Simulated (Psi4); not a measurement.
HGa, charge -1, doublet, geometry from GFN2-xTB (such geometries of metal compounds can be far from the true shape) (a state made from the parent by changing its charge; the spin is typed, not shown lowest) (a gas-phase anion, which may not be bound at this level). Base run: PBE0/cc-pVDZ (Psi4).

Geometry (Å):
```xyz
2

Ga     0.0000     0.0000    -0.0404
H      0.0000     0.0000     1.2527
```
Charge -1, spin multiplicity 2.
Orbitals are unrestricted.
All else is at Psi4's defaults (density fitting).
Base energy -1924.95378 Eh.

Variants of this job, named by their change:

```csv
change,ΔE vs base (mEh),SCF cycles,grid points,basis functions,outcome
base,0.000,8,43112,32,converged
scf_type = disk_df,0.000,8,43112,32,converged
dft_basis_tolerance = 1e-8,0.000,8,42265,32,converged
dft_nuclear_scheme = becke,0.000,8,42967,32,converged
scf_type = cd,-117.2,8,43112,32,another SCF solution
damping_percentage = 20,0.001,17,43112,32,converged
dft_nuclear_scheme = stratmann,0.004,8,41364,32,converged
dft_radial_points = 150,-0.009,8,85151,32,converged
dft_spherical_points = 194,-0.001,8,27693,32,converged
ints_tolerance = 1e-8,0.000,8,43112,32,converged
guess = sadno,0.000,8,43112,32,converged
soscf = true,0.000,6,43112,32,converged
e_convergence = 1e-4,0.000,8,43112,32,converged
```

A guess, shift, damping, solver or small numerical setting can't move a converged solution much, so rows marked as another SCF solution ended in a different state.

Open shells are given as the SCF converged; they aren't shown to be the lowest states, and a large step between rows can be another state.

A gas-phase anion may not be bound at this level; its values then depend on the basis.
